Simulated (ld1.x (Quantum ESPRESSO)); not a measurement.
# Ga (Z = 31), TM: configuration errors across variants

ld1.x (Quantum ESPRESSO) 7.5 input, shortened:

```
&input
   title='Ga', zed=31., rel=1, dft='PBE', iswitch=3,
   config='[Ar] 3d10 4s1 4p2'
 /
 &inputp
   pseudotype=2, tm=.true., lloc=-1, rcloc=1.45,
   nlcc=.false.
 /
2
4S  1  0   1.00   0.00  1.65  1.65  0.0
4P  2  1   2.00   0.00  1.85  1.85  0.0
 &test
   configts(1)='4s1 4p2'
 /
```

All-electron excitation energies from the reference (eV): (1) 4s2 4p1 -6.538; (2) 4s2 4p0 -0.850; (3) 4s1 4p0 20.278; (4) 4s1 4p1 6.523; (5) 4s2 4p0.5 -4.507; (6) 4s2 4p1.3 -7.072; (7) 4s0 4p3 6.833.

A true bound ghost makes a file unfit for plane-wave use even where its test errors are small: the radial tests pick states by their node count and pass the ghost by.

Errors AE − PS in meV (a dash: test not solved or not reliable):

| change | (1) | (2) | (3) | (4) | (5) | (6) | (7) | bound ghosts |
| --- | --- | --- | --- | --- | --- | --- | --- | --- |
| base | +22 | +46 | +97 | +0.9 | +31 | +19 | +28 | none |
| all radii scaled by about 0.76 (s 1.26, p 1.40 bohr); local potential all-electron potential smoothed inside 1.10 bohr (lloc = -1) | +30 | +65 | +52 | +1.3 | +43 | +26 | +61 | s |
| all radii scaled by about 0.87 (s 1.44, p 1.60 bohr); local potential all-electron potential smoothed inside 1.26 bohr (lloc = -1) | +23 | +51 | +43 | -1.2 | +34 | +18 | +36 | s |
| all radii scaled by about 0.96 (s 1.58, p 1.78 bohr); local potential all-electron potential smoothed inside 1.38 bohr (lloc = -1) | +25 | – | +1930 | – | +32 | +22 | +29 | s |
| all radii scaled by about 1.18 (s 1.94, p 2.18 bohr); local potential all-electron potential smoothed inside 1.70 bohr (lloc = -1) | +21 | +46 | +60 | +0.2 | +30 | +17 | +27 | none |
| all radii scaled by about 1.27 (s 2.10, p 2.36 bohr); local potential all-electron potential smoothed inside 1.84 bohr (lloc = -1) | +21 | +49 | +61 | +0.4 | +31 | +17 | +27 | none |
| all radii scaled by about 1.38 (s 2.28, p 2.56 bohr); local potential all-electron potential smoothed inside 2.00 bohr (lloc = -1) | +20 | +49 | +61 | +0.6 | +31 | +16 | +29 | none |

Question: Give the same row for: all radii scaled by about 1.09 (s 1.80, p 2.02 bohr); local potential all-electron potential smoothed inside 1.58 bohr (lloc = -1).

Answer: +21, +45, +59, +0.1, +30, +18, +28; bound ghosts: none.
